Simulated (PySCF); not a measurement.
F₂Mg, charge -1, doublet, geometry from GFN2-xTB (such geometries of metal compounds can be far from the true shape) (a state made from the parent by changing its charge; the spin is typed, not shown lowest) (in this run its highest filled SCF level lies above zero, so its values depend strongly on the basis, on diffuse functions most of all). Base run: PySCF with HF/def2-SV(P).

Here is a job for PySCF.
```python
from pyscf import gto, scf

mol = gto.M(
    atom='''
Mg    0.000000    0.000000    0.000000
F     0.000000    0.000000    1.798162
F    -0.000000   -0.000000   -1.798162
''',
    basis='def2-sv(p)',
    charge=-1,
    spin=1,
    verbose=4,
)

mf = scf.UHF(mol)
mf.kernel()
mf.analyze()
```

The base run was repeated with changes; each row names its change, and settings that it needs were set with it.

```
change                                                                                                                  ΔE vs base (mEh)  fitting functions        outcome
----------------------------------------------------------------------------------------------------------------------  ----------------  -----------------  -------------
base                                                                                                                               0.000                  -      converged
auxbasis = even-tempered beta=3.0                                                                                                  0.018                280      converged
exchange = seminumerical (SGX) (with mf = sgx.sgx_fit(mf, auxbasis='def2-universal-jfit'); with mf.with_df.dfj = True)            -0.019                154      converged
auxbasis = cc-pvqz-jkfit                                                                                                               -                  -  input refused
auxbasis = cc-pvtz-jkfit                                                                                                               -                  -  input refused
only_dfj = on; auxbasis = def2-universal-jfit                                                                                     -0.137                154      converged
auxbasis = cc-pvtz-ri                                                                                                              1.300                284      converged
auxbasis = even-tempered beta=1.6                                                                                                  0.052                606      converged
auxbasis = cc-pvdz-jkfit                                                                                                               -                  -  input refused
auxbasis = def2-tzvp-ri                                                                                                           -0.540                244      converged
```

A fitting set is made for a task (jfit for Coulomb, jkfit for Coulomb and exchange, ri for correlation) and for a family of orbital bases.

Open shells are given as the SCF converged; they aren't shown to be the lowest states, and a large step between rows can be another state.

- auxbasis = cc-pvqz-jkfit: ended with `pyscf.lib.exceptions.BasisNotFoundError: Basis set not found for Mg in cc-pvqz-jkfit`
- auxbasis = cc-pvtz-jkfit: ended with `pyscf.lib.exceptions.BasisNotFoundError: Basis set not found for Mg in cc-pvtz-jkfit`
- auxbasis = cc-pvdz-jkfit: ended with `pyscf.lib.exceptions.BasisNotFoundError: Basis set not found for Mg in cc-pvdz-jkfit`
